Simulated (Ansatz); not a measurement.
Ideal-gas functions of `ICI` at 298.15 K and 1 bar, from an Ansatz frequency run at PBE0-D4/def2-TZVP.

Molar mass 267.83 g/mol, point group C2v (symmetry number 2), electronic degeneracy 1, moments of inertia 22.179, 816.862, 835.798 u Å². Harmonic wavenumbers (cm⁻¹, unscaled): 119, 507, 606, 727, 1063, 1140, 1409, 3149, 3238.

Use S(trans) = R[1.5 ln M + 2.5 ln T − 1.1517]; rotational temperatures θ = 24.2544 K / I; S(rot) = R[ln(√π/σ · √(T³/θAθBθC)) + 1.5]; for each mode x = 1.438777 ν̃/T, S = R[x/(eˣ − 1) − ln(1 − e⁻ˣ)] and H = RT x/(eˣ − 1); 1 cm⁻¹ = 0.0119627 kJ/mol; R = 8.31446 J/(mol·K).

Q: By hand: the entropy, in J/(mol·K).

A: Translation 178.6. Rotation: θ = 1.0936, 0.0297, 0.029 K, giving 111.5. Vibration, mode by mode: 13.04, 2.68, 1.84, 1.15, 0.30, 0.22, 0.07, 0.00, 0.00, in all 19.3. Electronic 0.0. Sum 309.4 J/(mol·K).

Q: By hand: H − E and G − E in kJ/mol, counted from the electronic energy.

A: Zero-point energy ½ × 11958 × 0.0119627 = 71.5; thermal vibration 3.2; translation, rotation and pV give 4 RT = 9.9. H − E = 84.6 kJ/mol, and G − E = 84.6 − 298.15 × 309.4/1000 = -7.6 kJ/mol.

Vibration gives 6 % of the entropy, 13.0 J/(mol·K) of it from the mode under 150 cm⁻¹: soft modes count most, and the harmonic formula is weakest for them.
